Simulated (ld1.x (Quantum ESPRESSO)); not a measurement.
## phosphorus (P), PAW: configuration errors across variants

P (Z = 15), PAW, made with ld1.x (Quantum ESPRESSO) 7.5 (LDA (PZ), scalar-relativistic). Core [Ne], reference 3s2 3p3. Waves: 3s (bound): rcut 1.20, rcutus 1.65 bohr; 3s channel at 0.05 Ry: rcut 1.20, rcutus 1.65 bohr; 3p (bound): rcut 1.85, rcutus 1.95 bohr; 3p channel at 0.5 Ry: rcut 1.85, rcutus 1.95 bohr. Local part: all-electron potential smoothed inside 1.75 bohr (lloc = -1). Core correction: a·sin(br)/r model core, default radius (ld1.x builds one for every PAW set, though the input has nlcc=.false.). Augmentation charge: PSQ, inside the norm-conserving radii.

All-electron excitation energies from the reference (eV): (1) 3s2 3p2 9.821; (2) 3s2 3p1 29.070; (3) 3s2 3p0 58.965; (4) 3s1 3p0 111.154; (5) 3s1 3p4 8.496; (6) 3s1 3p3 18.893; (7) 3s0 3p5 17.136; (8) 3s2 3p3 spin -1.510; (9) 3s2 3p2 spin 8.978.

Spin tests fill each open shell by Hund’s rule, majority spin first.

The default core radius of the base comes out at 0.99 bohr.

4 further variants failed, have other tests or another functional or relativity, and are left out.

Errors AE − PS in meV (a dash: test not solved or not reliable):

| change | (1) | (2) | (3) | (4) | (5) | (6) | (7) | (8) | (9) | bound ghosts |
| --- | --- | --- | --- | --- | --- | --- | --- | --- | --- | --- |
| base | -1.5 | -11 | -47 | -162 | -0.3 | -2.6 | -0.6 | -1.0 | -2.2 | none |
| local potential all-electron potential smoothed inside 1.40 bohr (lloc = -1) | -1.5 | -11 | -46 | -161 | -0.3 | -2.5 | -0.5 | -0.7 | -2.0 | none |
| wave 3s channel at 0.05 Ry: rcut 1.20, rcutus 1.65 bohr becomes 3s channel at 4.95 Ry: rcut 1.20, rcutus 1.65 bohr | -1.4 | -9.9 | -43 | -155 | -0.3 | -2.4 | -0.6 | -1.0 | -2.0 | none |
| all radii but the core radius scaled by about 1.19 (s 1.96, p 2.32 bohr, rcut 1.42/2.20); local potential all-electron potential smoothed inside 2.08 bohr (lloc = -1) | -1.5 | -11 | -45 | -153 | -0.1 | -2.4 | +0.3 | -1.1 | -2.1 | none |
| waves 3p (bound): rcut 1.85, rcutus 2.18 bohr; 3p channel at 0.5 Ry: rcut 1.85, rcutus 2.18 bohr | -1.5 | -11 | -47 | -162 | -0.2 | -2.4 | -0.4 | -0.6 | -2.0 | none |
| core correction a·sin(br)/r model core inside 0.68 bohr | -1.5 | -11 | -48 | -161 | -0.5 | -2.6 | -1.0 | -1.0 | -2.4 | none |

Give the same row for: local potential all-electron potential smoothed inside 1.10 bohr (lloc = -1).

-1.5, -10, -42, -154, -0.2, -2.4, -0.4, +0.3, -1.2; bound ghosts: none.
